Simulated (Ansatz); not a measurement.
Ansatz results at the PBE0-D4/def2-TZVP geometry: size of the dipole moment (PBE/def2-TZVPP) 2.50 D; HOMO energy (PBE0/def2-TZVPP) -6.93 eV; HOMO–LUMO gap (PBE/def2-TZVPP) 4.08 eV.

Each molecule was computed in one conformer, which needn't be the lowest.

**Question.** Which molecule gave them?
A. `O[SiH2][AsH2]`
B. `C=C=C(O)[SiH2]S`
C. `[Br][Al]1[SiH2][S]1`
D. `C=C[SiH2]C(=O)S`

**Answer.** B. The others give `O[SiH2][AsH2]`: 1.46, -7.44, 5.42; `[Br][Al]1[SiH2][S]1`: 1.21, -6.86, 3.33; `C=C[SiH2]C(=O)S`: 1.51, -7.15, 3.41.
